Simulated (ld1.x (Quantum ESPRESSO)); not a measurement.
**What one change does to a pseudopotential (Rb, TM)**

| Quantity | Value |
| --- | --- |
| Element | Rb (Z = 37) |
| Generator | ld1.x (Quantum ESPRESSO) 7.5 |
| Type | norm-conserving Troullier–Martins (Kleinman–Bylander form) |
| Functional | LDA (PZ) |
| Relativity | fully relativistic |
| Frozen core | [Kr] |
| Valence charge | 1 |
| Reference configuration | 5s1 5p0 |
| Partial waves | 5s (bound): rc 2.90 bohr; 5p (bound, empty): rc 4.20 bohr; 4d channel at 0.4 Ry: rc 3.20 bohr |
| Local potential | the d channel |
| Core correction | Bessel-smoothed model core inside 1.85 bohr |

Open shells are filled in proportion to 2j + 1 (rel_dist='average').

Change: wave 4d channel at 0.4 Ry: rc 3.20 bohr becomes 4d channel at 0.48 Ry: rc 3.20 bohr.

Cutoffs: the cutoffs (Ry, on a coarse ladder) from which the occupation-weighted sum of valence levels, in a spherical-Bessel basis at the reference potential, stays within 10 and 1 mRy of its value at 400 Ry; they do not see the model core or the augmentation charge, which bear on the density cutoff. Errors are all-electron minus pseudo energies relative to the spin-unpolarised reference configuration.

**Question.** How do hardness, ghosts and transferability respond?

**Answer.** Both files are so soft that the ladder of cutoffs tells neither apart; both files keep a bound ghost (p, s); the range in which the d5/2 phases agree widens (upper end 1.0 → 3.0).

| quantity | base | changed |
| --- | --- | --- |
| cutoff, loose | 6 Ry | 6 Ry |
| cutoff, tight | 8 Ry | 8 Ry |
| bound ghosts | s, p3/2, p1/2 | s, p3/2, p1/2 |
| tests counted (converged, no solver errors) | 1 of 2 | 1 of 2 |
| error for 5s0.5 5p0, meV [ΔE 1.66 eV] | -4.0 | -3.8 |
| s: phases at 4.57 bohr within 0.05 rad from the reference energy up to (Ry; the scan ends near 5) | n/a | 1.3 |
| p1/2: phases at 4.57 bohr within 0.05 rad from the reference energy up to (Ry; the scan ends near 5) | 0.0 | 0.1 |
| p3/2: phases at 4.57 bohr within 0.05 rad from the reference energy up to (Ry; the scan ends near 5) | 0.1 | 0.1 |
| d3/2: phases at 4.57 bohr within 0.05 rad from the reference energy up to (Ry; the scan ends near 5) | 0.9 | 0.9 |
| d5/2: phases at 4.57 bohr within 0.05 rad from the reference energy up to (Ry; the scan ends near 5) | 1.0 | 3.0 |

Base: Tests not counted: 5s0 5p1 (solver errors, printed error -1.3 eV). Changed file: Tests not counted: 5s0 5p1 (solver errors, printed error -1.3 eV). A true bound ghost makes a file unfit for plane-wave use even where its test errors are small: the radial tests pick states by their node count and pass the ghost by. Where a test does run into it, the solver fails or the error is huge.
